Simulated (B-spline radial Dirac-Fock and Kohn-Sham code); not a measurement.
# L1 emission of W⁶⁺

System: tungsten as W⁶⁺ in the configuration [Xe] 4f14.

The run's input, task.json:

```json
{"items": [{
  "Z": 74,
  "q": 6,
  "cfg": [[1, 0, 2], [2, 0, 2], [2, 1, 6], [3, 0, 2], [3, 1, 6], [3, 2, 10], [4, 0, 2], [4, 1, 6], [4, 2, 10], [4, 3, 14], [5, 0, 2], [5, 1, 6]],
  "A": 184,
  "rrms": 5.3658,
  "do": ["binding", "quiet", "decay"],
  "holes": ["K", "L1", "L2", "L3", "M1", "M2", "M3", "M4", "M5", "N1", "N2", "N3", "N4", "N5", "N6", "N7"]
}]}
```

Run with: `python xray_run.py task.json out`

Level of theory: a relativistic independent-particle model: LDA orbitals of the hole state, radiative multipoles to third order, Auger rates from the Coulomb interaction with a continuum orbital, Dirac-Fock energies; a radial finite-basis atomic code.

```csv
line,multipole,energy (eV),width (meV),share (%)
L1-L2,E1,563.5,0.184,0.0225
L1-L3,E1,1901.0,16.5,2.02
Lβ4,E1,9530.1,267,32.5
Lβ3,E1,9823.0,335,40.9
L1-M4,E2,10236.2,7.83,0.956
L1-M5,E2,10298.6,11.7,1.43
Lγ2,E1,11610.0,65.4,7.98
Lγ3,E1,11677.8,87.0,10.6
L1-N4,E2,11848.2,1.08,0.131
L1-N5,E2,11860.7,1.68,0.206
L1-O2,E1,12065.1,11.3,1.38
Lγ4,E1,12076.1,15.2,1.85
```

The listed lines hold 100.0 % of the radiative rate. The radiative width is 0.819 eV in the length form and 0.823 eV in the velocity form; the two differ because the transition energies are not eigenvalue differences of the potential that gave the orbitals.

Values without a named source are computed, but for edge energies of neutral atoms, which are taken from tables.
